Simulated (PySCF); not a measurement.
# Assigning NMR signals

Mapped SMILES: `[N:1]#[C:2][Si:3]([NH2:4])([C:5]#[N:6])[CH2:7][F:8]`; H(Xn) means a hydrogen on atom n.

Averaged over atoms made equivalent by symmetry, fast rotation or ring inversion, no solvent model, relativity neglected, a single conformation. Geometry: GFN2-xTB; σ from GIAO-PBE0/pcSseg-1; PySCF.

δ = σ(ref) − σ, references computed at the same level: TMS for 13C (σref 186.93), 1H (σref 31.72).

Question: Assign these signals to the numbered atoms. 13C{1H} NMR (computed): δ 122.5 (C), 79.8 (CH2).

Answer: 
122.5 → C2/C5, nitrile carbon: this is the usual window of a C≡N carbon, which has no attached hydrogen
79.8 → C7, sp3 CH2 bonded to F and Si: the inductive effect lowers its shielding

Question: Assign these signals to the numbered atoms. 1H NMR (400 MHz, computed): δ 5.12 (m, 2H), 1.61 (br s, 2H).

Answer: 
| δ (ppm) | atoms | environment | reason |
| --- | --- | --- | --- |
| 5.12 | H(C7) | hydrogen on an sp3 CH2 bonded to F and Si | its carbon carries F, an electronegative neighbour |
| 1.61 | H(N4) | hydrogen on a nitrogen bonded to Si | labile proton, position sensitive to the medium |

OH/NH shifts are gas-phase values; hydrogen bonding in solution moves them, usually downfield. Splittings by 19F in the carbon and heteronuclear signals aren't shown, as no couplings were computed. Shifts are as computed. Against solution values, carbons near 30 ppm lie about +3 ppm off and those near 130 ppm about +5 ppm. Of 1309 compounds with measured shifts, 239 miss one by over three times the rms of a fit or turn the order of signals round; such compounds aren't used in these exercises.
